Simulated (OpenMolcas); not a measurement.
3s² 3p along the 13-electron sequence

* Program: OpenMolcas
* Method: RASSCF
* Basis: ANO-R3
* Scalar Hamiltonian: X2C, finite nucleus
* Spin-orbit coupling: state interaction with AMFI integrals over the reference wave functions, term energies averaged over their components

Active space for each ion: 1 electron in 9 orbitals (RAS2 3p; RAS3 3d 4s, at most 1 electron).

Computed levels in cm-1 above ²P°_1/2:

| Level | P2+ | S3+ | Cl4+ | Ar5+ |
| --- | --- | --- | --- | --- |
| ²P°_3/2 | 504 | 870 | 1383 | 2073 |
| weight of ²P° in the lowest level (%) | 100 | 100 | 100 | 100 |

Measured, with the error of the calculation in %. Measured levels: P2+ from Martin, Zalubas and Musgrove, J. Phys. Chem. Ref. Data 14, 751 (1985); S3+ from NIST levels in Podobedova, Kelleher and Wiese, J. Phys. Chem. Ref. Data 38, 171 (2009); Ar5+ from Saloman, J. Phys. Chem. Ref. Data 39, 033101 (2010).

```csv
Level,P2+,S3+,Ar5+
²P°_3/2,559 (-9.9),951 (-8.6),2208 (-6.1)
```

The fine-structure level ²P°_3/2 changes by a factor of 4.11 from P2+ to Ar5+. Its fourth root runs 4.74, 5.43, 6.10, 6.75, with steps per unit of Z of 0.69, 0.67, 0.65; equal steps would mean a (Z - σ)^4 law with constant σ.

With one active electron the reference holds no correlation, so core polarisation is missing. Computed and measured levels are paired by configuration, term and J; levels that our copy of the source lacks, or whose pairing is in doubt (as where it misses far off the trend of its configuration), stay unpaired and out of the deviations. Only configurations of the active space appear.

° marks odd parity.
